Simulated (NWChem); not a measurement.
Molecule: GeH₃TeI; SMILES [GeH3][Te]I

Results from NWChem. Coordinates come from a PBE0/def2-SVP optimisation. def2 effective core potentials on Te, I; no spin-orbit coupling. Level SCAN/def2-SVP: energy and gradient on several grids; changes count from the extra-fine grid, which is no exact limit either.

```tsv
grid	size of the energy change (μHa)	largest change of a gradient component (μHa/bohr)
xcoarse	6000	4000
coarse	4000	1000
medium	1000	200
fine	600	200
xfine	< 10	< 30
```
